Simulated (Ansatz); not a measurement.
Basis sets compared for SeS₄⁺. The state is a doublet with charge 1. Geometry PBE-D4/def2-SVP. Ansatz on 4 threads of Arm Neoverse V1 on a shared host; times are rough, and most runs start from earlier orbitals.

```xyz
5

S    -1.170    0.286   -1.866
S     0.074   -0.499    3.099
S    -0.112    0.371    1.413
S     0.916    0.854   -1.840
Se    0.292   -1.012   -0.805
```

Another isomer (doublet) lies 1.16 eV lower at PBE0-D4/def2-TZVP; other spin states weren't run for this one.

| level | functions | energy (Eh) | HOMO (eV) | LUMO (eV) | wall time |
| --- | --- | --- | --- | --- | --- |
| PBE-D4/def2-SVP | 104 | -3992.2021 | -10.44 | -9.57 | 1.6 s |
| PBE0-D4/def2-SVP | 104 | -3992.3705 | -11.81 | -9.02 | 2.7 s |

(1) Estimate the rows for PBE-D4/def2-TZVP (with forces), PBE0-D4/def2-TZVP.

Answers

(1) 
```csv
level,functions,energy (Eh),HOMO (eV),LUMO (eV),wall time
PBE-D4/def2-TZVP (with forces),196,-3993.0707,-10.35,-9.44,3.7 s
PBE0-D4/def2-TZVP,196,-3993.2383,-11.66,-8.80,8.5 s
```
